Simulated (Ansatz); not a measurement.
Correlation energies of `[SiH3]C#CS` by basis set

Cartesian coordinates in Å:
```
Si 0.514 0.558 1.446
C -0.011 0.080 -0.226
C -0.367 -0.255 -1.337
S -0.816 -0.596 -2.914
H 1.961 0.887 1.447
H -0.257 1.742 1.901
H 0.263 -0.579 2.365
H -1.285 -1.837 -2.682
```

Charge 0, multiplicity 1. All single points use the PBE0-D4/def2-TZVP geometry. It is one conformer, not always the lowest. Frozen core, restricted reference, Ansatz 0.2.0. CBS rows extrapolate triple and quadruple zeta; past MP2 they add the triple-zeta difference.

```json
{"basis": "def2-SVP", "HF (Eh)": "-764.18915", "MP2 corr.": "-0.47955", "CCSD corr.": "-0.52358", "(T)": "-0.02020", "CCSD(T) total": "-764.73293"}
{"basis": "def2-TZVPP", "HF (Eh)": "?", "MP2 corr.": "-0.59994", "CCSD corr.": "-0.64015", "(T)": "-0.03206", "CCSD(T) total": "?"}
{"basis": "def2-QZVPP", "HF (Eh)": "?", "MP2 corr.": "-0.64367", "CCSD corr.": "–", "(T)": "–", "CCSD(T) total": "–"}
{"basis": "CBS(def2)", "HF (Eh)": "?", "MP2 corr.": "?", "CCSD corr.": "-0.71627", "(T)": "as TZ", "CCSD(T) total": "?"}
```

Fill in the withheld values. (Best estimate.)

Computed: def2-TZVPP HF (Eh): -764.52092; def2-TZVPP CCSD(T) total: -765.19313; def2-QZVPP HF (Eh): -764.54424; CBS(def2) HF (Eh): -764.54745; CBS(def2) MP2 corr.: -0.67606; CBS(def2) CCSD(T) total: -765.29578.
